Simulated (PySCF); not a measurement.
Molecule: sum formula SiOF$_{3}$, net charge 0, doublet state. It need not be the lowest isomer of its formula. 
Coordinates optimised at B3LYP-D3(BJ)/def2-TZVP (Ansatz):
SMILES: [O][Si](F)(F)F
```xyz
5

Si     0.0176    -0.0125    -0.0063
F     -0.0986    -0.5856     1.4514
F     -0.2420     1.5362    -0.0068
F     -1.0570    -0.7470    -0.8855
O      1.5415    -0.2073    -0.6179
```
Charge 0, spin multiplicity 2.

Dispersion corrections to the total energy (kcal/mol) from the dftd3 and dftd4 libraries through PySCF: D3(BJ) without and D4 with the three-body term, each with the damping fitted for the functional named.

```tsv
functional	D3(BJ)	D4
TPSS	-2.05	-2.91
BHLYP	-2.39	[?]
BP86	-2.66	[?]
r2SCAN	-0.41	-0.48
revPBE	-4.18	-7.09
PW6B95	[?]	-2.02
PBE	-1.62	-2.15
```

Q: Some entries are withheld; supply them.

A: 
- BHLYP, D4: -2.56
- BP86, D4: -2.80
- PW6B95, D3(BJ): -0.83
